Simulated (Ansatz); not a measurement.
CH$_{5}$AsS, SMILES `CS[AsH2]`. The species carries charge 0 and has multiplicity 1. All single points use the PBE0-D4/def2-TZVP geometry.

```xyz
8

C    -1.396    0.207    0.176
S     0.222    0.244    0.986
As    1.496   -0.378   -0.740
H    -1.642   -0.792   -0.181
H    -1.448    0.921   -0.645
H    -2.121    0.496    0.939
H     2.559    0.699   -0.562
H     2.330   -1.397    0.026
```

**Question.** What is the dipole moment at r2SCAN/def2-TZVPP? (Estimate.)

**Answer.** Ansatz gave: 1.10 D, with components (-0.62, -0.17, -0.89) D in this frame, pointing from negative to positive charge.

**Question.** And with PBE, B3LYP, ωB97M-V? (Estimate.)

**Answer.** The calculation gave: PBE 1.09 D, B3LYP 1.13 D, ωB97M-V 1.10 D.

**Question.** Give the Mulliken charges with r2SCAN, ωB97M-V, B3LYP in def2-TZVPP. (An estimate is asked.)

**Answer.** The calculation gave: 
```
atom  r2SCAN  ωB97M-V  B3LYP
  C1   -0.13    -0.35  -0.27
  S2   -0.24    -0.17  -0.22
 As3    0.14     0.05   0.14
  H4    0.08     0.14   0.12
  H5    0.08     0.14   0.12
  H6    0.08     0.13   0.12
  H7   -0.01     0.03  -0.01
  H8   -0.01     0.03  -0.01
```

B3LYP here is the variant with VWN-RPA as its local correlation; programs differ in this.
